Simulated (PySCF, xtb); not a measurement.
C2H11NSi3, SMILES [SiH3]N1[SiH2]CC[SiH2]1.

GFN2-xTB in xtb 6.7.1 at its own geometry gives an orbital gap of 4.65 eV and a dipole moment of 0.44 D.

Geometry: PBE0-D3(BJ)/def2-SVP. The structure was generated by enumeration, and PubChem lists no compound with its InChIKey, so it may never have been made. The values are those of a single conformer.

**Question.** What does PBE/def2-TZVP run with PySCF give? (An estimate is asked for; the answer gives what the named calculation found.)

**Answer.** gap 5.22 eV (levels -6.13 and -0.91 eV), dipole 1.46 D.
